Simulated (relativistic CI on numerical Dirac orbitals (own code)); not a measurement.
**Forbidden transitions in Sm⁵⁷⁺**

These numbers are calculated, not measured: Dirac-Coulomb-Breit CI, KLI orbitals optimised for each configuration, model QED (radiative potential, 1s self-energy scaled to tabulated hydrogen-like ionisation energies), unscaled Slater integrals (own radial code, finite nucleus).

CI space (outside the closed core 1s2): 2s²2p, 2s2p², 2p³, 2p²3s, 2p²3p, 2p²3d, 2s²3s, 2s²3p, 2s²3d, 2s2p3s, 2s2p3p, 2s2p3d, 2s²4s, 2s²4p, 2s²4d, 2s²4f. Levels of other configurations are missing.

```
λ vac (nm)               Lower               Upper  Type   A (s⁻¹)  E lower (eV)  E upper (eV)
   0.16234     2s2p² ⁴P3/2 [4]    2p²3d ⁴D7/2 [96]    E2  2.68e+12        800.81       8438.31
   0.16239     2s2p² ⁴P5/2 [9]   2p²3d ⁴F9/2 [120]    E2  3.07e+12       1479.00       9114.18
   0.16240     2s2p² ⁴P5/2 [9]   2p²3d ²F7/2 [119]    E2  1.79e+12       1479.00       9113.30
   0.16274     2s2p² ²D5/2 [5]    2p²3d ²G9/2 [98]    E2  3.06e+12        837.23       8455.90
   0.16308     2s2p² ⁴P3/2 [4]    2p²3d ²G7/2 [92]    E2  3.37e+11        800.81       8403.54
   0.16334     2s2p² ⁴P3/2 [4]    2p²3d ⁴D1/2 [90]    E2  2.70e+12        800.81       8391.48
   0.16386     2s2p² ²D5/2 [5]    2p²3d ²G7/2 [92]    E2  1.45e+12        837.23       8403.54
   0.16415     2s2p² ⁴P1/2 [2]    2p²3d ²D3/2 [42]    E2  2.94e+12        202.64       7755.95
   0.16432    2s2p² ²P3/2 [11]   2p²3d ²F7/2 [119]    E2  1.25e+12       1568.17       9113.30
   0.16517     2s2p² ²D3/2 [7]    2p²3d ²G7/2 [92]    E2  1.18e+12        897.09       8403.54
   0.16794     2s2p² ²D5/2 [5]  2s2p3d ⁴F°9/2 [69]    M2  5.97e+09        837.23       8219.96
   0.16898    2s²2p ²P°1/2 [1]   2s²3p ²P°3/2 [24]    E2  6.17e+11          0.00       7337.06
   0.16924     2s2p² ²D3/2 [7]   2s2p3p ²S1/2 [71]    E2  6.17e+11        897.09       8223.22
   0.16934     2s2p² ⁴P3/2 [4]   2s2p3p ⁴D7/2 [56]    E2  4.21e+11        800.81       8122.23
   0.16995     2s2p² ⁴P1/2 [2]   2s2p3p ⁴D5/2 [29]    E2  5.83e+11        202.64       7497.81
   0.17019     2s2p² ²D5/2 [5]   2s2p3p ⁴D7/2 [56]    E2  2.72e+11        837.23       8122.23
   0.18384     2s2p² ⁴P5/2 [9]   2s2p3p ²S1/2 [71]    E2  2.14e+11       1479.00       8223.22
   0.18393     2s2p² ⁴P5/2 [9]  2s2p3d ⁴F°9/2 [69]    M2  1.97e+10       1479.00       8219.96
   0.18568    2s²2p ²P°3/2 [3]   2s²3p ²P°3/2 [24]    E2  5.11e+11        659.86       7337.06
   0.18630    2s2p² ²P3/2 [11]   2s2p3p ²S1/2 [71]    E2  6.04e+11       1568.17       8223.22
   0.18663     2s2p² ⁴P5/2 [9]   2s2p3p ⁴D7/2 [56]    E2  3.40e+11       1479.00       8122.23
   0.18917    2s2p² ²P3/2 [11]   2s2p3p ⁴D7/2 [56]    E2  2.88e+10       1568.17       8122.23
   0.19131    2s²2p ²P°3/2 [3]   2s²3p ²P°1/2 [17]    E2  1.04e+12        659.86       7140.64
    1.8790    2s²2p ²P°1/2 [1]    2s²2p ²P°3/2 [3]    M1  1.30e+09          0.00        659.86
    1.9911  2s2p3d ⁴F°7/2 [38]  2s2p3d ⁴F°9/2 [69]    M1  1.28e+09       7597.27       8219.96
    2.0727     2s2p² ⁴P1/2 [2]     2s2p² ⁴P3/2 [4]    M1  1.34e+09        202.64        800.81
```

Terms are leading LS components. Brackets give the number of a level in order of energy, since labels repeat. The list gives strong lines, with weight on those to low levels. Levels whose partners in the same complex of configurations lie outside the list can be far off, and so can their lines. Rates are taken at the computed energies, electric ones in the length gauge.

At this charge energies of transitions that change n are usually good to better than 1 %, and those within a shell (Δn = 0) to a few per cent.

LS names give the leading component of a level, which can be under half, so a name can repeat, a term be missing and a line seem to break the LS rules.
